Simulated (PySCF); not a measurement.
Compound: C5H5F3O2S.
SMILES with atom numbers: `[CH2:1]=[CH:2]/[CH:3]=[CH:4]\[S:5](=[O:6])(=[O:7])[C:8]([F:9])([F:10])[F:11]` (hydrogens: H12, H13 on C1; H14 on C2; H15 on C3; H16 on C4)

The same species was optimised twice, with GFN2-xTB and with PBE0-D3(BJ)/def2-SVP (PySCF), and the same property calculations (PySCF, gas phase) were run on both structures.

```
     coordinate  GFN2-xTB  PBE0-D3(BJ)/def2-SVP  change
      S5–C8 (Å)     1.902                 1.867  -0.035
      S5=O7 (Å)     1.429                 1.456  +0.027
      S5=O6 (Å)     1.426                 1.452  +0.026
      C4–S5 (Å)     1.775                 1.758  -0.017
      C3=C4 (Å)     1.332                 1.347  +0.015
     C8–F11 (Å)     1.336                 1.324  -0.012
     C8–F10 (Å)     1.334                 1.323  -0.011
      C1=C2 (Å)     1.332                 1.341  +0.009
      C2–C3 (Å)     1.442                 1.450  +0.008
      C8–F9 (Å)     1.323                 1.317  -0.006
   S5–C8–F9 (°)     112.1                 109.0    -3.1
   O6–S5–O7 (°)     119.3                 122.3    +3.0
   C2–C3–C4 (°)     126.1                 128.7    +2.6
   C4–S5–O7 (°)     114.0                 111.8    -2.2
   C4–S5–C8 (°)     100.3                 101.8    +1.5
 F10–C8–F11 (°)     107.5                 109.0    +1.5
   C4–S5–O6 (°)     109.3                 108.1    -1.2
  F9–C8–F11 (°)     108.8                 109.6    +0.8
C1–C2–C3–C4 (°)       177                   179      +2
C3–C4–S5–O6 (°)       165                   162      -3
C4–S5–C8–F9 (°)      -177                  -173      +4
```

Rotational constants: A = 1484, B = 750.3, C = 651.6 MHz (GFN2-xTB) against A = 1544, B = 720.2, C = 637.5 MHz (PBE0-D3(BJ)/def2-SVP). Point groups within 0.08 Å: C1 and C1.

On the GFN2-xTB structure: HOMO (eV) -8.08 [PBE0/pcSseg-1]; LUMO (eV) -2.48 [PBE0/pcSseg-1]; dipole (D) 4.94 [PBE0/pcSseg-1]; GIAO shielding of C1 (ppm) 46.1 [PBE0/pcSseg-1]; GIAO shielding of C2 (ppm) 47.3 [PBE0/pcSseg-1]; GIAO shielding of C3 (ppm) 29.6 [PBE0/pcSseg-1]; GIAO shielding of C4 (ppm) 56.0 [PBE0/pcSseg-1]; GIAO shielding of S5 (ppm) 202.4 [PBE0/pcSseg-1]; GIAO shielding of O6/O7 (mean) (ppm) 130.2 [PBE0/pcSseg-1]; GIAO shielding of C8 (ppm) 53.9 [PBE0/pcSseg-1]; GIAO shielding of F9/F10/F11 (mean) (ppm) 262.6 [PBE0/pcSseg-1].

What do these properties become on the PBE0-D3(BJ)/def2-SVP structure?

```
                                    property          level  on GFN2-xTB  on PBE0-D3(BJ)/def2-SVP  change
                                   HOMO (eV)  PBE0/pcSseg-1        -8.08                    -8.05   +0.03
                                   LUMO (eV)  PBE0/pcSseg-1        -2.48                    -2.52   -0.04
                                  dipole (D)  PBE0/pcSseg-1         4.94                     5.05   +0.11
energy, GFN2-xTB geometry as zero (kcal/mol)  PBE0/pcSseg-1          0.0                     -3.3    -3.3
                  GIAO shielding of C1 (ppm)  PBE0/pcSseg-1         46.1                     41.9    -4.2
                  GIAO shielding of C2 (ppm)  PBE0/pcSseg-1         47.3                     45.1    -2.2
                  GIAO shielding of C3 (ppm)  PBE0/pcSseg-1         29.6                     25.7    -3.9
                  GIAO shielding of C4 (ppm)  PBE0/pcSseg-1         56.0                     55.8    -0.2
                  GIAO shielding of S5 (ppm)  PBE0/pcSseg-1        202.4                    193.2    -9.2
        GIAO shielding of O6/O7 (mean) (ppm)  PBE0/pcSseg-1        130.2                    124.3    -5.9
                  GIAO shielding of C8 (ppm)  PBE0/pcSseg-1         53.9                     57.3    +3.4
   GIAO shielding of F9/F10/F11 (mean) (ppm)  PBE0/pcSseg-1        262.6                    269.5    +6.9
```

The heavy atoms differ by 0.093 Å rms after alignment. Among bonds between heavy atoms S5–C8 changes most (-0.035 Å). Changes are differences of the printed values. Neither structure is proved a minimum here.

Shape of the structure used: `[CH2:1]=[CH:2]/[CH:3]=[CH:4]\[S:5](=[O:6])(=[O:7])[C:8]([F:9])([F:10])[F:11]`: C1–C2–C3–C4 179°, C3–C4–S5–O6 162°, C4–S5–C8–F9 -173°.
